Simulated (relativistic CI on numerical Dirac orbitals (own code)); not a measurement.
## Co4+ in a cubic cluster: 2p photoemission with charge transfer

Computed with a charge-transfer multiplet model of a cubic metal-ligand cluster with up to one ligand hole, Slater and spin-orbit integrals from Dirac-Coulomb-Breit ions, Slater integrals scaled by 0.8. The ground state mixes d5 with configurations of k ligand holes L, whose averages lie at kΔ + k(k − 1)U_dd/2; a core hole lowers each added d electron by U_cd. 300 K, Lorentzian 0.6 eV and Gaussian 0.8 eV FWHM.

Atomic integrals in eV (Slater integrals scaled, ζ unscaled), ground: F2dd 10.866, F4dd 6.824, zeta_d 0.080; with the core hole: F2dd 12.169, F4dd 7.677, zeta_d 0.112, zeta_core 9.655, F2cd 7.386, G1cd 5.771, G3cd 3.286.

Cluster parameters (eV): U_dd = 7.1, U_cd = 8, 10Dq = 1, 10Dq(ligand) = 0.8, V(eg) = 2.05, V(t2g) = -0.93, final-state hopping factor = 0.8.

```csv
Case,n_d,d5,d6L,S
Δ = 1.2 eV,5.24,0.76,0.24,2.50
Δ = 2.2 eV,5.20,0.80,0.20,2.50
Δ = 4.2 eV,5.14,0.86,0.14,2.50
```

Weights, n_d and S are thermal averages at 300 K. Binding energies count from the first peak over 30 % of the highest in each spectrum, which can be another peak from case to case. The parameters are a model scan and need not match a compound or its usual spin state. Peaks in eV (height, largest 100):
- Δ = 1.2 eV: 0.0 (95), 1.7 (100), 4.3 (34), 6.5 (59), 7.9 (51), 14.1 (15), 16.6 (56), 18.0 (50), 23.1 (29), 24.9 (29)
- Δ = 2.2 eV: 0.0 (100), 1.8 (94), 4.6 (33), 6.1 (51), 7.6 (48), 13.6 (13), 16.6 (55), 18.1 (49), 22.7 (28), 24.4 (26)
- Δ = 4.2 eV: 0.0 (100), 1.6 (75), 5.5 (37), 7.3 (30), 11.7 (8), 16.7 (47), 18.2 (45), 22.2 (17), 23.6 (16)

For the case Δ = 1.2 eV, Δ = 1.2 eV is smaller than U_dd = 7.1 eV, the charge-transfer side of the Zaanen-Sawatzky-Allen scheme. With the core hole the configuration with one ligand hole lies at Δ − U_cd = -6.8, -5.8, -3.8 eV from the one without, in the order of the table; where this is negative the screened configuration lies lower.

With at most 1 ligand hole the space is cut while the next configuration still counts, so covalency is underestimated, and a final configuration with one more ligand hole, which can lie low, is missing from the spectra.
